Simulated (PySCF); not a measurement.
In(H)2(PH2) (H₄InP), SMILES [PH2][InH2].

The structure is a stationary point at B3LYP-D3(BJ)/def2-TZVP. The def2 effective core potentials stand for the cores of In; spin–orbit coupling is left out.

The numbers are results of PySCF with PBE/def2-TZVPD, not measurements.

Symmetry labels are those of the subgroup Cs that the program uses (full group Cs).

Computed valence orbital energies around the gap with their symmetry:
```tsv
orbital	symmetry	energy (eV)
HOMO−7	A"	-18.75
HOMO−6	A'	-18.74
HOMO−5	A'	-15.38
HOMO−4	A'	-10.40
HOMO−3	A"	-9.48
HOMO−2	A'	-7.52
HOMO−1	A"	-7.10
HOMO	A'	-6.05
LUMO	A'	-2.56
LUMO+1	A'	-1.22
LUMO+2	A'	-0.57
LUMO+3	A"	-0.46
```
